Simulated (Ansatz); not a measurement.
The cluster Mg₅S₄ (the lowest singlet isomer of a short search). Charge 0, multiplicity 1. Geometry B3LYP-D4/def2-SVP, basis def2-TZVP, Ansatz.

```xyz
9

Mg    2.757   -0.286   -1.378
Mg    0.312   -1.092    1.420
Mg   -0.999   -0.947   -1.191
Mg   -1.647    1.102    0.886
Mg    1.081    1.738   -0.452
S     0.568    1.287    1.907
S    -1.136    1.474   -1.476
S     1.152   -2.012   -0.692
S    -2.088   -1.264    0.977
```

```tsv
run	HOMO (eV)	LUMO (eV)
A	-5.06	-2.28
B	-4.52	-2.69
C	-4.56	-2.45
D	-5.17	-2.07
E	-4.68	-2.90
```

B3LYP takes the VWN-RPA correlation. The structure comes from a short search, and lower isomers may exist.

The runs used B3LYP, LDA (SPW92), PBE, PBE0, r2SCAN. Estimate which is which.

A B3LYP (20 % exact exchange); B PBE (0 % exact exchange); C r2SCAN (0 % exact exchange); D PBE0 (25 % exact exchange); E LDA (SPW92) (0 % exact exchange). Exact exchange lowers occupied and raises empty levels; among semilocal functionals meta-GGAs tend to open the gap a little, and such runs are hard to tell apart. The gap grows from 1.78 eV (LDA (SPW92)) to 3.10 eV (PBE0). The restricted singlet is unstable towards broken spin symmetry in Hartree–Fock (as tested in another run); at B3LYP-D4/def2-TZVP, PBE-D4/def2-TZVP, r2SCAN-D4/def2-TZVP, PBE0-D4/def2-TZVP and others this wasn't settled.
